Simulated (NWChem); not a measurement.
System: C2H6N2Si; SMILES N[Si@@H]1CN=C1

```xyz
11

N     -0.0428    -2.0463     0.4153
Si    -0.0184    -0.5248    -0.3866
C     -1.0954     0.9613     0.0742
N     -0.1180     1.7953     0.2146
C      1.1171     0.9520     0.0841
H     -0.0222    -2.1598     1.4197
H     -0.0071    -2.9267    -0.0793
H     -0.0398    -0.8715    -1.8360
H     -2.1302     1.3038     0.1531
H      1.6390     0.9065     1.0467
H      1.8136     1.3721    -0.6510
```
Atoms are numbered in this order, from 1.

Results from NWChem. Coordinates come from a B3LYP/6-31G* (spherical d) optimisation. Ions are spin-unrestricted doublets at the neutral geometry; other ion states weren't tried. Functional: LC-ωPBE (HJS hole) with def2-SVP; rows give the range parameter ω in 1/bohr.

```json
[
 {"range parameter (1/bohr)": "0.05", "vertical ionisation energy, ΔSCF (eV)": "8.47", "−ε(HOMO) (eV)": "5.89", "ΔSCF minus −ε(HOMO) (eV)": "2.58"},
 {"range parameter (1/bohr)": "0.15", "vertical ionisation energy, ΔSCF (eV)": "8.62", "−ε(HOMO) (eV)": "7.24", "ΔSCF minus −ε(HOMO) (eV)": "1.38"},
 {"range parameter (1/bohr)": "0.25", "vertical ionisation energy, ΔSCF (eV)": "8.76", "−ε(HOMO) (eV)": "8.26", "ΔSCF minus −ε(HOMO) (eV)": "0.50"},
 {"range parameter (1/bohr)": "0.35", "vertical ionisation energy, ΔSCF (eV)": "8.90", "−ε(HOMO) (eV)": "9.02", "ΔSCF minus −ε(HOMO) (eV)": "-0.12"},
 {"range parameter (1/bohr)": "0.80", "vertical ionisation energy, ΔSCF (eV)": "(withheld)", "−ε(HOMO) (eV)": "(withheld)", "ΔSCF minus −ε(HOMO) (eV)": "(withheld)"}
]
```

Problem. Complete the blanks.

Solution. 
- 0.80, vertical ionisation energy, ΔSCF (eV): 9.06
- 0.80, −ε(HOMO) (eV): 10.58
- 0.80, ΔSCF minus −ε(HOMO) (eV): -1.52
